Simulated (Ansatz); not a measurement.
`FCB1N[SiH2]1` + H₂ → `B1N[SiH2]1` + `CF`  (hydrogenolysis of a B–C bond)

Isolated molecules relaxed with PBE0-D4/def2-TZVP in Ansatz; ΔE leaves out vibrations. CCSD(T)/CBS adds triple-zeta CCSD(T) − MP2 to the extrapolated MP2 energy (def2 sets, frozen cores). This one scheme is used for every species. DFT in def2-TZVPP. B3LYP here is the variant with VWN-RPA as its local correlation; programs differ in this. One conformer a species, not always the lowest.

```
             level  ΔE (kcal/mol)
            PBE-D4           -4.1
          B3LYP-D4           -5.7
           ωB97X-V           -6.1
    MP2/def2-TZVPP           -5.7
   CCSD/def2-TZVPP           -7.4
CCSD(T)/def2-TZVPP           -6.5
SCS-MP2/def2-QZVPP           -7.0
    CCSD/CBS(def2)           -7.3
```

Q: What does CCSD(T)/CBS give? (Best estimate.)

A: The calculation gave: -6.4 kcal/mol. The listed levels differ from it by 2.3, 0.7, 0.3, 0.7, -1.0, -0.1, -0.6, -0.9 kcal/mol.

Largest T1 diagnostic among the species: 0.014.

In def2-TZVPP, CCSD(T) changes the Hartree–Fock value by +4.8 kcal/mol (the triples alone add +0.9 kcal/mol) and MP2 by +5.6 kcal/mol. From PBE to PBE0 (25 % exact exchange), in def2-TZVPP and without D4, ΔE moves by −1.1 kcal/mol.
